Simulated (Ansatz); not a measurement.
`C[O][Zr]([F])([F])[Br]` + `NB(O)F` → `[OH][Zr]([F])([F])[Br]` + `COB(N)F`  (redistribution)

Program: Ansatz. Geometries: PBE0-D4/def2-TZVP. ΔE: electronic, gas phase. CCSD(T)/CBS is the MP2 limit (def2-TZVPP, def2-QZVPP) plus CCSD(T) − MP2 in def2-TZVPP, frozen cores. This one scheme is used for every species. Functionals use def2-TZVPP. B3LYP here is the variant with VWN-RPA as its local correlation; programs differ in this. def2 core potentials past Kr. For Br, Zr outer-core shells are correlated without core-valence functions, which leaves a few kJ/mol of doubt a bond. Scalar relativity is left out up to krypton. Each species was taken in one conformer, which may not be the lowest.

Q: Is it downhill or uphill in electronic energy at CCSD(T)/CBS, and by how much? (An estimate is asked.)

A: Ansatz gave: Uphill: ΔE = +1.6 kcal/mol.

Q: What do these levels give: r2SCAN-D4, ωB97M-V, B2PLYP, PBE, PBE0, B3LYP? (An estimate is asked.)

A: Ansatz gave: r2SCAN-D4 1.6, ωB97M-V 0.8, B2PLYP 2.1, PBE 2.1, PBE0 1.8, B3LYP 1.8 kcal/mol.

Largest T1 diagnostic among the species: 0.015.

In def2-TZVPP, CCSD(T) changes the Hartree–Fock value by +1.1 kcal/mol (the triples alone add +0.3 kcal/mol) and MP2 by +1.5 kcal/mol.
